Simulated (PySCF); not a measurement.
# Os(2+): excitation energy

Os(2+) [Xe] 4f14 5d6 (5D) → Os(2+) [Xe] 4f14 5d5 6s1 (7S), as a difference of total energies. Computed with PySCF 2.14 in ANO-RCC-VTZP, with scalar relativity by spin-free X2C-1e. Correlated levels: valence: [Xe] 4f14 frozen. The calculations carry no spin-orbit coupling.

```
           method  excitation energy (eV)
              UHF                  -0.567
    MP2 (valence)                  -0.007
SCS-MP2 (valence)                   0.574
   CCSD (valence)                   0.035
CCSD(T) (valence)                   0.072
```

**Question.** How much does correlation contribute at CCSD(T) (valence)?

**Answer.** 0.072 − (-0.567) = 0.639 eV, measured against UHF.

A first-order spin-orbit estimate (lowest level to lowest level, LS coupling) adds 0.450 eV.

The basis was made for the ground configuration and has no added diffuse functions, so the excitation energy can come out too high.
